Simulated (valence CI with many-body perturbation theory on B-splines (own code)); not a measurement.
# W LXVIII: fill in the table

Method: relativistic CI+MBPT: five valence electrons over a frozen Dirac-Fock core [He], a basis of 9 s, 9 p, 8 d, 6 f, 3 g, 1 h functions for each j, with the one-electron correlation potential Σ1 (screened to all orders), the two-electron term Σ2, the three-electron term Σ3, Breit, model QED; selected single and double excitations, second order for the rest (own B-spline code, finite nucleus).

The last digits are not significant, and no measured levels were compared; by estimate large intervals hold to a few tenths of a per cent, small ones and those within an open d or f shell to about a per cent. Among the levels kept, up to 1200 cm⁻¹ of a level comes from second order outside the variational space, and about a tenth of that is noise between levels of different J, which matters for small intervals.

| Level | E (× 10³ cm⁻¹) |
| --- | --- |
| (2s^2 2p1/2^2 2p3/2) J=3/2 | 0.00 |
| (2s^2 2p1/2 2p3/2^2) J=3/2 | 11192 |
| (2s^2 2p1/2 2p3/2^2) J=5/2 | 11379 |
| (2s^2 2p1/2 2p3/2^2) J=1/2 | 11804 |
| (2s 2p1/2^2 2p3/2^2) J=5/2 | 13986 |
| (2s 2p1/2^2 2p3/2^2) J=1/2 | 14843 |
| (2s 2p1/2^2 2p3/2^2) J=3/2 | 14853 |
| (2s^2 2p3/2^3) J=3/2 | 23021 |
| (2s 2p1/2 2p3/2^3) J=3/2 [a] | ? |
| (2s 2p1/2 2p3/2^3) J=5/2 | ? |
| (2s 2p1/2 2p3/2^3) J=1/2 | 26262 |
| (2s 2p1/2 2p3/2^3) J=3/2 [b] | 26328 |
| (2p1/2^2 2p3/2^3) J=3/2 | 29411 |
| (2s 2p3/2^4) J=1/2 | 37604 |
| (2p1/2 2p3/2^4) J=1/2 | ? |
| (2s^2 2p1/2^2 3s) J=1/2 | 71042 |
| (2s^2 2p1/2^2 3p1/2) J=1/2 | ? |
| (2s^2 2p1/2^2 3p3/2) J=3/2 | ? |
| (2s^2 2p1/2^2 3d3/2) J=3/2 | 76051 |
| (2s^2 2p1/2^2 3d5/2) J=5/2 | ? |

Levels are named by their leading jj configuration (3d3/2^4 stands for four electrons in 3d with j = 3/2), which in mixed levels can hold well under half, so a name can repeat and another be missing. Letters in brackets count levels of one name in rising energy.

Question: The levels stand in rising order. What does the calculation give for the missing energies?

Answer: (2s 2p1/2 2p3/2^3) J=3/2 [a] 25403; (2s 2p1/2 2p3/2^3) J=5/2 25736; (2p1/2 2p3/2^4) J=1/2 40846; (2s^2 2p1/2^2 3p1/2) J=1/2 71891; (2s^2 2p1/2^2 3p3/2) J=3/2 75320; (2s^2 2p1/2^2 3d5/2) J=5/2 77006.
